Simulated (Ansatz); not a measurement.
Task: Name a neutral molecule of C, O, Sn and H with HOMO energy (B3LYP/def2-TZVPP) between -6.70 and -6.40 eV and zero-point energy (PBE0-D4/def2-TZVP) between 96 and 112 kJ/mol (Ansatz, PBE0-D4/def2-TZVP geometry).

Result: `O=[CH][SnH3]` (-6.68 eV, 97.8 kJ/mol); `[CH2]1[O][SnH2]1` (-6.42 eV, 108.8 kJ/mol). Other molecules can fit too; these were computed, each in one conformer that needn't be the lowest.

B3LYP here is the variant with VWN-RPA as its local correlation; programs differ in this.
